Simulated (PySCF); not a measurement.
C3H7B. Atoms are numbered in the order given.

```xyz
11

B      0.8478     0.2466     1.7487
C      0.0744    -0.5062     0.6291
C     -0.5075     0.2954    -0.4874
C     -0.3452     0.0394    -1.7865
H     -0.7523    -0.8905     1.2822
H      0.5853    -1.4153     0.2736
H     -1.0895     1.1775    -0.1909
H      0.2324    -0.8244    -2.1323
H     -0.7796     0.6860    -2.5531
H      1.5878    -0.3607     2.4889
H      0.6471     1.4225     1.9575
```

Geometry: PBE0-D3(BJ)/def2-SVP. This is a generated structure with no PubChem entry under its InChIKey; it may be hypothetical. Other conformers were not sampled.

Level of theory: PBE/pcSseg-1 run with PySCF.

GIAO shieldings, no solvent; atoms listed in one row are averaged. δ = σ(ref) − σ: ¹¹B against BF3 (σ = 83.9 ppm); ¹³C against TMS (σ = 182.0 ppm); ¹H against TMS (σ = 31.49 ppm), references at their B3LYP-D3(BJ)/def2-TZVP geometries, non-relativistic.

Problem. Estimate the chemical shifts. (The exact figures need the calculation; the answer reports its results.)

Solution. 
```
nucleus     atoms  count  δ (ppm)
-------  --------  -----  -------
¹¹B            B1      1     75.2
¹³C            C3      1    146.2
¹³C            C4      1    119.9
¹³C            C2      1     53.8
¹H       H10, H11      2     7.99
¹H             H7      1     6.71
¹H         H8, H9      2     5.43
¹H             H6      1     3.82
¹H             H5      1     2.18
```
